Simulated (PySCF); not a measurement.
PySCF 2.14 output of an unrestricted PBE0 calculation on a single atom or ion in dyall-av2z (16s12p7d2f, 101 functions), with no relativity, point nucleus:

```
SCF conv_tol = 1e-09
number electrons alpha = 11  beta = 9
    C. Adamo and V. Barone.,  J. Chem. Phys. 110, 6158 (1999)
    M. Ernzerhof and G. E. Scuseria.,  J. Chem. Phys. 110, 5029 (1999)
cycle= 1 E= -941.818191965744  delta_E= -0.00716  |g|= 0.0166  |ddm|= 0.0416
cycle= 2 E= -941.818223335772  delta_E= -3.14e-05  |g|= 0.0085  |ddm|= 0.00864
cycle= 3 E= -941.818233445329  delta_E= -1.01e-05  |g|= 0.00102  |ddm|= 0.00312
cycle= 4 E= -941.818233534177  delta_E= -8.88e-08  |g|= 7.27e-05  |ddm|= 0.000203
cycle= 5 E= -941.818233535553  delta_E= -1.38e-09  |g|= 9.97e-06  |ddm|= 3.39e-05
cycle= 6 E= -941.818233535576  delta_E= -2.25e-11  |g|= 2.11e-07  |ddm|= 6.67e-06
converged SCF energy = -941.818233535576  <S^2> = 2.0006005  2S+1 = 3.0004003
```

The run itself started from symmetry-adapted Hartree-Fock orbitals and held the occupation by maximum overlap, on a logarithmic radial grid, so the iterations belong to that start.

**Question.** Which element, charge and spin multiplicity is this?

**Answer.** V³⁺ (vanadium, charge +3), multiplicity 3; the state was [Ar] 3d2, high-spin 3F determinant.
